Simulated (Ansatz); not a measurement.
`CC[SiH2]Br` + `C#CO` → `C#CO[SiH2]Br` + ethane at 298.15 K and 1 bar (ligand exchange at the Si–C bond).

Isolated molecules relaxed with PBE0-D4/def2-TZVP in Ansatz; ΔE leaves out vibrations. CBS: MP2 limit from def2 TZ/QZ plus the TZ coupled-cluster correction, frozen cores. This one scheme is used for every species. For Br outer-core shells are correlated without core-valence functions, which leaves a few kJ/mol of doubt a bond. Scalar relativity is left out up to krypton. One conformer a species, not always the lowest.

```csv
species,CCSD(T)/CBS energy (Eh),H − E (kJ/mol),S (J/(mol·K))
`CC[SiH2]Br`,-2942.77097,239.2,344.2
`C#CO`,-152.38380,96.3,247.0
`C#CO[SiH2]Br`,-3015.47100,129.3,353.7
`CC`,-79.71954,207.7,227.7
```

H − E and S are ideal-gas, rigid-rotor, harmonic terms from PBE0-D4/def2-TZVP, for one conformer and one mirror image of each species. 1 Eh = 2625.50 kJ/mol, R = 8.31446 J/(mol·K).

Problem. By hand: ΔE, ΔH, ΔS and ΔG.

Solution. ΔE = (-3015.47100) + (-79.71954) − (-2942.77097) − (-152.38380) = -0.03577 Eh = -93.9 kJ/mol. Δ(H − E) = 129.3 + 207.7 − 239.2 − 96.3 = 1.5, so ΔH = -92.4 kJ/mol. ΔS = 353.7 + 227.7 − 344.2 − 247.0 = -9.8 J/(mol·K). ΔG = -92.4 − 298.15 × (-9.8)/1000 = -89.5 kJ/mol.

Problem. By hand: the equilibrium constant, and the temperature at which ΔG would vanish if ΔH and ΔS stayed fixed.

Solution. log₁₀ K = −ΔG/(RT ln 10) = 15.7. ΔG = 0 at ΔH/ΔS = 9429 K, far beyond where these terms or the molecules hold.

The number of gas molecules stays the same, so ΔS is small and ΔH decides. A doubt of 5 kJ/mol in ΔE shifts log₁₀ K by 0.9 here. Other conformers and mirror images would add mixing entropy, several J/(mol·K) or more a flexible species. Modes under 60 cm⁻¹, often nearly free rotors, make the harmonic entropy too high. These are equilibria of isolated gas molecules and say nothing of rates. Largest T1 diagnostic: 0.013 (customary marks: 0.02 for closed shells, 0.045 for open ones).
